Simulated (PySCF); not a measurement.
A TDDFT job was run through a driver script with this input:

```
{"job": {"kind": "uv", "xc": "CAM-B3LYP", "basis": "def2-SVPD", "nstates": 8, "ntriplets": 3}, "charge": 0, "multiplicity": 1}
C     -1.169886    -0.929881     0.163586
C     -0.636676     0.478980     0.063774
Cl    -1.250090     1.316283    -1.369915
Ge     1.406305     0.490159    -0.063076
F      2.219355    -0.259707     1.281429
F      2.201376     2.020535    -0.186572
F      2.048988    -0.360552    -1.424483
H     -0.895222    -1.512676    -0.713866
H     -2.255337    -0.905778     0.242085
H     -0.758638    -1.414615     1.048892
H     -0.904749     1.079922     0.932181
```

Theory: TDDFT CAM-B3LYP/def2-SVPD, vertical, gas phase, core orbitals frozen in the response in PySCF. Job line and output are in the format of a driver script around the code.

Question: Give the output.

Answer: 
```
coarse grid: 49880 points
cycle   1  E = -2914.6288796971  dE = -7.416e-02  |g| = 1.052e+00  |ddm| = 4.422e+00
cycle   2  E = -2914.4293667434  dE =  1.995e-01  |g| = 1.590e+00  |ddm| = 3.270e+00
cycle   3  E = -2914.8296355988  dE = -4.003e-01  |g| = 7.525e-02  |ddm| = 1.610e+00
cycle   4  E = -2914.8305130320  dE = -8.774e-04  |g| = 4.144e-02  |ddm| = 1.955e-01
cycle   5  E = -2914.8307774154  dE = -2.644e-04  |g| = 6.084e-03  |ddm| = 5.788e-02
cycle   6  E = -2914.8307860981  dE = -8.683e-06  |g| = 2.118e-03  |ddm| = 1.365e-02
final grid: 103504 points
cycle   7  E = -2914.8308528359  dE = -3.593e-07  |g| = 2.170e-03  |ddm| = 6.573e-03
cycle   8  E = -2914.8308524456  dE =  3.903e-07  |g| = 2.614e-03  |ddm| = 6.051e-03
cycle   9  E = -2914.8308539095  dE = -1.464e-06  |g| = 1.314e-04  |ddm| = 3.218e-03
cycle  10  E = -2914.8308539136  dE = -4.154e-09  |g| = 6.320e-05  |ddm| = 2.332e-04
cycle  11  E = -2914.8308539148  dE = -1.159e-09  |g| = 2.559e-05  |ddm| = 1.401e-04
cycle  12  E = -2914.8308539150  dE = -1.728e-10  |g| = 3.811e-06  |ddm| = 5.243e-05
converged SCF energy = -2914.8308539150

Static polarisability (au): isotropic 66.359, principal 55.850 66.926 76.302

Singlet excitations
state   eV       nm        f      main configurations
  1   6.8230    181.7   0.10472   H->L 0.83
  2   7.0843    175.0   0.00549   H-1->L 0.79, H-1->L+1 0.11
  3   7.3161    169.5   0.01362   H->L+1 0.83, H->L 0.10
  4   7.7369    160.3   0.00572   H-1->L+1 0.79, H-1->L 0.14
  5   8.3687    148.2   0.04561   H->L+2 0.84
  6   8.6930    142.6   0.00338   H->L+3 0.63, H-2->L 0.23
  7   8.7215    142.2   0.27905   H-2->L 0.40, H->L+3 0.19, H->L+4 0.19
  8   8.8628    139.9   0.03181   H-1->L+2 0.64, H-2->L 0.13, H-1->L+4 0.11

Triplet excitations (Tamm-Dancoff, eV): 5.8968 6.5389 6.6379
```

Geometry: GFN2-xTB; no solvent, vibrations or thermal averaging. Relativistic effects, spin–orbit coupling among them, are left out although an element past zinc is present.

The SCF starts on a coarse grid; the energy jumps when the final grid takes over, and dE counts afresh there. H and L stand for HOMO and LUMO.

Shape of the structure used: `[CH3:1][C@H:2]([Cl:3])[Ge:4]([F:5])([F:6])[F:7]`: C1–C2–Ge4–F5 -59°.
